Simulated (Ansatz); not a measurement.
`C[O][Ti]([F])([Cl])[SeH]` + H₂O → `[OH][Ti]([F])([Cl])[SeH]` + CH₃OH  (formal hydrolysis of a Ti–O bond)

Computed with Ansatz on PBE0-D4/def2-TZVP structures; ΔE is electronic, products minus reactants. CBS: MP2 limit from def2 TZ/QZ plus the TZ coupled-cluster correction, frozen cores. This one scheme is used for every species. DFT in def2-TZVPP. For Se, Ti outer-core shells are correlated without core-valence functions, which leaves a few kJ/mol of doubt a bond. Scalar relativity is left out up to krypton. Each species was taken in one conformer, which may not be the lowest.

(1) Is it downhill or uphill in electronic energy at CCSD(T)/CBS, and by how much? (Best estimate.)

(2) What do these levels give: PBE0-D4, ωB97X-V, r2SCAN, MP2/def2-TZVPP, SCS-MP2/def2-TZVPP, CCSD/CBS(def2)? (Best estimate.)

Largest T1 diagnostic among the species: 0.023, so the coupled-cluster value is less sure than usual.

## Answers

(1) The calculation gave: Uphill: ΔE = +6.8 kcal/mol.

(2) The calculation gave: PBE0-D4 5.6, ωB97X-V 4.9, r2SCAN 5.3, MP2/def2-TZVPP 7.9, SCS-MP2/def2-TZVPP 7.0, CCSD/CBS(def2) 6.0 kcal/mol.

In def2-TZVPP, CCSD(T) changes the Hartree–Fock value by +2.6 kcal/mol (the triples alone add +0.8 kcal/mol) and MP2 by +3.7 kcal/mol. The D4 term adds +1.1 kcal/mol with B3LYP and +0.7 kcal/mol with PBE0; it sums over pairs of atoms, weighted by their polarisabilities, and B3LYP, whose exchange is more repulsive, gets the larger term.

B3LYP here is the variant with VWN-RPA as its local correlation; programs differ in this.
